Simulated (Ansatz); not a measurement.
Bond stretch in BeO, singlet.

- RHF/cc-pVDZ (Ansatz, a quantum-chemistry and plane-wave program)
- RCCSD = CCSD on RHF/cc-pVDZ, frozen core (Ansatz)
- RKS-PBE = restricted PBE/cc-pVDZ (Ansatz)
- UKS-PBE = unrestricted PBE/cc-pVDZ run with Ansatz
- RKS-CAM-B3LYP = Ansatz with restricted CAM-B3LYP/cc-pVDZ
- UKS-CAM-B3LYP = unrestricted CAM-B3LYP/cc-pVDZ run with Ansatz
- FCI = full CI/cc-pVDZ, frozen core in Ansatz

All curves are set to zero at 1.35 Å and compared with full CI in the same basis at 1.35, 1.42, 1.44, 1.55, 1.61 Å.

Order the methods by the spread of their error (largest minus smallest) over these points.

UKS-PBE has the smallest spread and RHF the largest. In order (kJ/mol): UKS-PBE 11.03, RKS-PBE 15.52, UKS-CAM-B3LYP 25.22, RCCSD 26.04, RKS-CAM-B3LYP 48.93, RHF 78.58.

Errors against full CI at some of the points (kJ/mol):

| method | 1.61 Å |
|---|---|
| UKS-PBE | 11.0 |
| RKS-PBE | 15.5 |
| UKS-CAM-B3LYP | 11.3 |
| RCCSD | 26.0 |
| RKS-CAM-B3LYP | 48.9 |
| RHF | 78.6 |

The scan ran from 1.06 to 5.21 Å; beyond the distances shown full CI changes its symmetry label. The restricted form behind RHF, RKS-PBE, RKS-CAM-B3LYP keeps the bonding electrons paired and can't separate into open-shell fragments. The T1 diagnostic of CCSD on the restricted reference of RCCSD exceeds 0.045 at 1.27 to 1.61 Å. The unrestricted determinant behind UKS-PBE is spin-contaminated at 1.55 to 1.61 Å (<S²> up to 0.4, against 0.00 for a pure singlet). The unrestricted determinant behind UKS-CAM-B3LYP is spin-contaminated at 1.55 to 1.61 Å (<S²> up to 1.0, against 0.00 for a pure singlet). Also computed but left out beside FCI, since their determinant holds another spin at the minimum (<S²> over 0.7 above the pure value): UHF, UCCSD, UCCSD(T), UCCSDT, UCCSDT(Q), UHF/6-31G*, UHF/LANL2DZ.
